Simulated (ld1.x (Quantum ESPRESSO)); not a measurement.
**Scattering properties, RRKJ potential for cadmium (Cd)**

Cd (Z = 48), norm-conserving RRKJ (Kleinman–Bylander form), made with ld1.x (Quantum ESPRESSO) 7.5 (LDA (PZ), fully relativistic). Core [Ar] 3d10, reference 4s2 4p6 4d10 5s2 5p0. Waves: 4s (bound): rc 0.80 bohr; 4d (bound): rc 1.55 bohr; 4p (bound): rc 1.60 bohr. Local part: the p channel. Core correction: none. rho0 = 0.02.

Open shells are filled in proportion to 2j + 1 (rel_dist='average').

Occupied shells without a wave of their own: 5s. They enter only through the test configuration that unscreens the potential.

The phase is arctan(r·u′/u) with u = r·R(r), unwrapped; energies in Ry, scanned from -10 to 5 Ry. A pole is an energy at which the radial function vanishes at the test radius. The pseudo phase is shifted by a multiple of π to meet the all-electron one at the reference energy, and phase errors are pseudo minus all-electron; the curves can meet again beyond the range given. Levels narrower than the energy grid can be missing from the lists of poles.

```csv
channel,radius (bohr),reference energy (Ry),"poles, all-electron","poles, pseudo",unbroken range about the reference energy with phases within 0.05 rad,phase error 1 Ry above the reference energy (rad)
s,1.75,-7.77,-7.50,-7.50,below -0.5,-0.001
p1/2,1.75,-5.22,-4.78,-4.43,not even at the reference energy,+0.057
p3/2,1.75,-4.79,-4.26,-4.43,not even at the reference energy,-0.026
d3/2,1.75,-0.91,0.34,0.33,below 4.5,-0.002
d5/2,1.75,-0.85,0.44,0.42,below 4.5,-0.002
```

A Bessel basis up to 400 Ry misses an occupied level by 0.91 Ry, so cutoffs and ghosts were not judged. The potential misses its own reference levels by up to 4.0 eV, so it is not fit for use.

Phases in the d3/2 channel:

| E (Ry) | all-electron | pseudo |
| --- | --- | --- |
| -10.00 | 1.385 | 1.385 |
| -9.52 | 1.380 | 1.379 |
| -9.04 | 1.374 | 1.374 |
| -8.56 | 1.368 | 1.367 |
| -8.08 | 1.361 | 1.361 |
| -7.60 | 1.354 | 1.353 |
| -7.12 | 1.345 | 1.344 |
| -6.64 | 1.335 | 1.335 |
| -6.16 | 1.324 | 1.323 |
| -5.68 | 1.311 | 1.310 |
| -5.20 | 1.295 | 1.294 |
| -4.72 | 1.276 | 1.274 |
| -4.24 | 1.251 | 1.250 |
| -3.76 | 1.218 | 1.216 |
| -3.28 | 1.172 | 1.170 |
| -2.80 | 1.100 | 1.097 |
| -2.32 | 0.971 | 0.967 |
| -1.84 | 0.678 | 0.673 |
| -1.36 | -0.131 | -0.135 |
| -0.88 | -1.032 | -1.032 |
| -0.40 | -1.373 | -1.374 |
| 0.08 | -1.520 | -1.522 |
| 0.56 | -1.605 | -1.608 |
| 1.04 | -1.663 | -1.667 |
| 1.52 | -1.709 | -1.716 |
| 2.00 | -1.751 | -1.759 |
| 2.48 | -1.792 | -1.802 |
| 2.96 | -1.835 | -1.850 |
| 3.44 | -1.884 | -1.905 |
| 3.92 | -1.944 | -1.973 |
| 4.40 | -2.021 | -2.066 |
| 4.88 | -2.128 | -2.199 |
